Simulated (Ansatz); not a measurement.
# Isomers

Structures of Si2H3OF, closed shell, relaxed at PBE0-D4/def2-TZVP (vibrations not checked; lower isomers may exist, and structures with a doubtful reference or unclear bonds are left out). Program: Ansatz 0.2.0. Basis: def2-TZVPP. Cores are frozen in the correlated methods. B3LYP uses VWN-RPA correlation.

**Question.** Rank them by CCSD(T) energy, lowest first, and give each one's height above the lowest. Links in brackets join atoms within 1.22 times the sum of their covalent radii (1.1 for two metals). (Judge from chemistry; the value comes from the calculation.)
A.
a complex of Si₂H₂O ([O]1[Si][SiH2]1) + HF
```
7
angstrom
F -0.5616 -1.6921 -2.0352
Si -0.5522 -0.7535 1.8579
O -0.2245 -0.4521 0.2421
Si 0.4250 1.0408 0.8582
H -0.4336 -1.2338 -1.2255
H 1.8662 1.1234 0.5192
H -0.3239 2.1786 0.2720
```
B.
Si₂H₃OF ([F][SiH]1[O][SiH2]1)
```
7
angstrom
F -1.0007 -1.9220 0.9084
Si -0.5933 -0.8736 -0.2159
O 1.0208 -0.4619 -0.2166
Si 0.3485 1.0518 0.2128
H -1.1020 -1.4236 -1.4890
H 0.7175 1.5027 1.5761
H 0.6093 2.1266 -0.7758
```
C.
Si₂H₃OF ([OH][Si]([F])[SiH2])
```
7
angstrom
O 0.4005 -1.6840 -0.7459
Si 0.0918 -0.5600 0.3822
F -0.0023 -1.4177 1.7095
Si 0.3227 1.6737 0.2562
H 0.4695 -1.3813 -1.6553
H -0.8998 1.8068 1.1402
H -0.3824 1.5625 -1.0868
```
D.
Si₂H₃OF ([F][SiH2][O][SiH])
```
7
angstrom
F -0.1286 -2.3180 0.7022
Si -0.9081 -1.2118 -0.1345
O 0.0813 0.0712 -0.3263
Si 0.2881 1.6192 0.2235
H -1.2182 -1.7747 -1.4630
H -2.1141 -0.8347 0.6359
H 1.5904 1.8871 -0.5453
```

**Answer.** The calculation gives: D (0.0 kJ/mol), B (32.5 kJ/mol), C (127.8 kJ/mol), A (249.4 kJ/mol). Heights count from the lowest.

**Question.** Do PBE-D4, r2SCAN-D4, PBE0-D4, B3LYP-D4, wB97M-V, HF, MP2 give the same order? (Judge from chemistry; the calculation decides.)

**Answer.** The calculation gives: Lowest first: r2SCAN-D4 B < D < C < A. The others agree with CCSD(T).

The T1 diagnostic stays at or below 0.018. The restricted Hartree–Fock reference is unstable towards an unrestricted one at one or more of these structures.

For scale, one of the runs: CCSD(T)/def2-TZVPP, 188 basis functions, launched by `ansatz run in.yaml --threads 2 --pin off --events-out ev --progress --plain --max-ram 4352MiB`. The run took 57 s on 2 CPU threads of an Arm Neoverse V1 (shared host), with 1.9 GiB of host memory at its peak.
